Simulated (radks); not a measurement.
Q: The promethium ion Pm3+, configuration [Xe] 4f3 5f1 (not the ground configuration). Calculated with a radial shooting solver on a logarithmic mesh with Libxc functionals: Dirac Kohn-Sham, HCTH/407, spin-unpolarised, spherical densities, point nucleus; open shells fill j = l - 1/2 first. Some entries of the table are withheld. Estimate them.

| orbital | occ. | eigenvalue (Ry) | <r^2> (bohr^2) |
|---|---|---|---|
| 1s1/2 | 2 | -3308.426 | 0.0007321 |
| 2s1/2 | 2 | -541.0734 | (1) |
| 2p1/2 | 2 | -512.7372 | 0.008389 |
| 2p3/2 | 4 | -471.5697 | 0.009635 |
| 3s1/2 | 2 | -120.8345 | 0.07742 |
| 3p1/2 | 2 | -108.6677 | (2) |
| 3p3/2 | 4 | -100.3788 | (3) |
| 3d3/2 | 4 | -79.21339 | 0.06433 |
| 3d5/2 | 6 | -77.41367 | 0.06637 |
| 4s1/2 | 2 | -26.72754 | 0.3930 |
| 4p1/2 | 2 | -22.07696 | 0.4153 |
| 4p3/2 | 4 | -20.24126 | 0.4541 |
| 4d3/2 | 4 | -12.56546 | (4) |
| 4d5/2 | 6 | -12.23397 | (5) |
| 5s1/2 | 2 | -5.75786 | 2.095 |
| 5p1/2 | 2 | -4.40258 | 2.530 |
| 5p3/2 | 4 | -4.10338 | 2.771 |
| 4f5/2 | 3 | -3.30632 | 0.9288 |
| 4f7/2 | 0 | -3.26258 | 0.9448 |
| 5f5/2 | 1 | -0.87230 | 19.86 |
| 5f7/2 | 0 | -0.87060 | 19.98 |

A: 
(1) 2s1/2 <r^2> (bohr^2): 0.01150
(2) 3p1/2 <r^2> (bohr^2): 0.07247
(3) 3p3/2 <r^2> (bohr^2): 0.07974
(4) 4d3/2 <r^2> (bohr^2): 0.5240
(5) 4d5/2 <r^2> (bohr^2): 0.5390
